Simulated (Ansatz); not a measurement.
Stepwise reaction of `[GaH3]` with water, as a gas-phase model of exchange steps in deposition or etching. ΔE in kJ/mol; ΔG adds harmonic PBE0-D4 terms to CCSD(T)/CBS, at 1 bar.

Program: Ansatz. Geometries: PBE0-D4/def2-TZVP. ΔE: electronic, gas phase. CCSD(T)/CBS adds triple-zeta CCSD(T) − MP2 to the extrapolated MP2 energy (def2 sets, frozen cores). This one scheme is used for every species. DFT in def2-TZVPP. B3LYP here is the variant with VWN-RPA as its local correlation; programs differ in this. For Ga outer-core shells are correlated without core-valence functions, which leaves a few kJ/mol of doubt a bond. Scalar relativity is left out up to krypton. One conformer a species, not always the lowest.

```json
{"step": "2", "reaction": "`[OH][GaH2]` + H₂O → `[OH][GaH][OH]` + H₂", "PBE-D4": "-43.9", "B3LYP-D4": "-45.5", "ωB97M-V": "-43.3", "CCSD(T)/CBS": "-46.7", "ΔG(400 K)": "-45.2"}
{"step": "3", "reaction": "`[OH][GaH][OH]` + H₂O → `[OH][Ga]([OH])[OH]` + H₂", "PBE-D4": "-26.4", "B3LYP-D4": "-29.1", "ωB97M-V": "-27.1", "CCSD(T)/CBS": "-30.1", "ΔG(400 K)": "-25.6"}
```

Q: Give the row of step 1, `[GaH3]` + H₂O → `[OH][GaH2]` + H₂. (Best estimate.)

A: Computed: 
```json
{"step": "1", "reaction": "`[GaH3]` + H₂O → `[OH][GaH2]` + H₂", "PBE-D4": "-54.3", "B3LYP-D4": "-53.7", "ωB97M-V": "-50.2", "CCSD(T)/CBS": "-53.6", "ΔG(400 K)": "-56.4"}
```

Q: By hand: ΔE of the 3 steps together at CCSD(T)/CBS.

A: (-53.6) + (-46.7) + (-30.1) = -130.4 kJ/mol, or -43.5 kJ/mol a step.

In ΔE each step is higher than the one before. All are downhill at CCSD(T)/CBS. ΔG lies between -56.4 and -25.6 kJ/mol a step. PBE-D4 differs from CCSD(T)/CBS by -0.7 to 3.7 kJ/mol a step. Isolated molecules leave out the surface, adducts and barriers. Largest T1 diagnostic: 0.015.
